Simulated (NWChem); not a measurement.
System: C₄H₄F₂; SMILES C=C(F)C(=C)F

```xyz
10

C      1.3721    -1.2589     0.0000
C      0.1561    -0.7145     0.0000
F     -0.9515    -1.4892     0.0000
C     -0.1561     0.7145     0.0000
C     -1.3721     1.2589     0.0000
F      0.9515     1.4892     0.0000
H      1.4971    -2.3351     0.0000
H      2.2499    -0.6265     0.0000
H     -2.2499     0.6265     0.0000
H     -1.4971     2.3351     0.0000
```
Atoms are numbered in this order, from 1.

Program: NWChem. Structure relaxed at the B3LYP/6-31G* (spherical d) level. Level: PBE/def2-SVP with SMD (1 M gas to 1 M solution), gas-phase geometry.

For solvent acetonitrile:

| Item | Value |
|---|---|
| solvation free energy (kcal/mol) | -1.2 |
| cavity-dispersion-structure term (kcal/mol) | 1.4 |

Task: How do the values read with solvent ethylene glycol instead?

Result: The solvation free energy (kcal/mol) is 2.0 and the cavity-dispersion-structure term (kcal/mol) is 4.6.
